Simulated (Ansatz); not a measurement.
Consider the ligand exchange at a B–C bond: `B/C=C(\C)O` + `NCS` → `BSCN` + `C=C(C)O`.

Computed with Ansatz on PBE0-D4/def2-TZVP structures; ΔE is electronic, products minus reactants. CCSD(T)/CBS is the MP2 limit (def2-TZVPP, def2-QZVPP) plus CCSD(T) − MP2 in def2-TZVPP, frozen cores. Functionals use def2-TZVPP. B3LYP here is the variant with VWN-RPA as its local correlation; programs differ in this. One conformer a species, not always the lowest.

| level | ΔE (kcal/mol) | difference from CCSD(T)/CBS |
| --- | --- | --- |
| PBE-D4 | -14.3 | 1.1 |
| r2SCAN-D4 | -14.6 | 0.8 |
| PBE0-D4 | -14.5 | 0.9 |
| B3LYP-D4 | -14.1 | 1.3 |
| ωB97M-V | -14.6 | 0.8 |
| PBE | -14.2 | 1.2 |
| r2SCAN | -14.6 | 0.8 |
| PBE0 | -14.4 | 1.0 |
| B3LYP | -14.0 | 1.4 |
| HF/def2-TZVPP | -14.2 | 1.2 |
| MP2/def2-TZVPP | -15.6 | -0.2 |
| SCS-MP2/def2-TZVPP | -15.4 | 0.0 |
| CCSD(T)/def2-TZVPP | -15.6 | -0.2 |
| HF/CBS(def2) | -13.9 | 1.5 |
| MP2/CBS(def2) | -15.4 | 0.0 |
| CCSD/CBS(def2) | -15.2 | 0.2 |
| CCSD(T)/CBS | -15.4 | 0 |

Largest T1 diagnostic among the species: 0.013.

In def2-TZVPP, CCSD(T) changes the Hartree–Fock value by −1.3 kcal/mol (the triples alone add −0.1 kcal/mol) and MP2 by −1.4 kcal/mol.
